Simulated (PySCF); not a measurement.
A GIAO shielding run with PySCF 2.14.0 with density-fitted response routines (density fitting, non-relativistic, gas phase) on `InChI=1S/C4H9ClO2Si2/c1-6-4-2-7-9(3-5)8-4/h2,9H,3,8H2,1H3/t9-/m1/s1`:

```
$ OMP_NUM_THREADS=1 python probes_run.py task.json out

{"job": {"kind": "nmr", "xc": "PBE0", "basis": "pcSseg-1"}, "charge": 0, "multiplicity": 1}
C     -3.334517     0.248493    -0.349527
O     -2.151221     0.334044    -1.107669
C     -0.960738     0.297528    -0.439883
C     -0.804158     0.214330     0.884303
O      0.434383     0.167383     1.458288
Si     1.786186     0.357013     0.532597
C      2.934782    -1.094791     1.004454
Cl     4.522169    -0.816228     0.250670
Si     0.632768     0.344553    -1.468072
H     -4.152191     0.292106    -1.066713
H     -3.418732     1.084149     0.352697
H     -3.382494    -0.694111     0.205817
H     -1.592276     0.172245     1.622588
H      2.415488     1.583067     1.032201
H      2.589809    -2.064008     0.651569
H      3.105486    -1.160163     2.076470
H      0.699320    -0.825091    -2.351100
H      0.667178     1.565797    -2.274142
```

Hardware: 1 thread of an Arm Neoverse V1, shared host. The job also computes population analyses, field gradients, ring-centre shieldings.

(1) How large is the calculation?

(2) How long does it take, and how much memory does it need?

Results:

(1) 94 electrons, 219 basis functions and 1207 auxiliary functions.

(2) 81 s of wall time, with 14 SCF cycles and 5 response iterations; peak memory 0.96 GiB. Times on a shared host scatter by some tens of per cent.
